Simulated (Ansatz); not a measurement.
`O[SiH2][SiH](O)S` + H–F → `O[SiH](F)S` + `O[SiH3]`  (cleavage of the Si–Si bond)

Gas-phase electronic energies from Ansatz, PBE0-D4/def2-TZVP geometries. CBS: MP2 limit from def2 TZ/QZ plus the TZ coupled-cluster correction, frozen cores. This one scheme is used for every species. DFT in def2-TZVPP. B3LYP here is the variant with VWN-RPA as its local correlation; programs differ in this. One conformer a species, not always the lowest.

```json
{"level": "ωB97M-V", "ΔE (kJ/mol)": "-166.4", "difference from CCSD(T)/CBS": "-7.4"}
{"level": "PBE", "ΔE (kJ/mol)": "-142.5", "difference from CCSD(T)/CBS": "16.5"}
{"level": "PBE0", "ΔE (kJ/mol)": "-149.4", "difference from CCSD(T)/CBS": "9.6"}
{"level": "B3LYP", "ΔE (kJ/mol)": "-169.9", "difference from CCSD(T)/CBS": "-10.9"}
{"level": "MP2/def2-TZVPP", "ΔE (kJ/mol)": "-165.1", "difference from CCSD(T)/CBS": "-6.1"}
{"level": "SCS-MP2/def2-TZVPP", "ΔE (kJ/mol)": "-171.4", "difference from CCSD(T)/CBS": "-12.4"}
{"level": "CCSD(T)/def2-TZVPP", "ΔE (kJ/mol)": "-161.4", "difference from CCSD(T)/CBS": "-2.4"}
{"level": "HF/def2-QZVPP", "ΔE (kJ/mol)": "-197.5", "difference from CCSD(T)/CBS": "-38.5"}
{"level": "MP2/def2-QZVPP", "ΔE (kJ/mol)": "-164.7", "difference from CCSD(T)/CBS": "-5.7"}
{"level": "MP2/CBS(def2)", "ΔE (kJ/mol)": "-162.7", "difference from CCSD(T)/CBS": "-3.7"}
{"level": "CCSD(T)/CBS", "ΔE (kJ/mol)": "-159.0", "difference from CCSD(T)/CBS": "0"}
```

Largest T1 diagnostic among the species: 0.012.

In def2-TZVPP, CCSD(T) changes the Hartree–Fock value by +33.4 kJ/mol (the triples alone add +4.9 kJ/mol) and MP2 by +29.7 kJ/mol. From PBE to PBE0 (25 % exact exchange), in def2-TZVPP and without D4, ΔE moves by −7.0 kJ/mol. The D4 term adds +11.9 kJ/mol with B3LYP and +7.0 kJ/mol with PBE0; it sums over pairs of atoms, weighted by their polarisabilities, and B3LYP, whose exchange is more repulsive, gets the larger term.
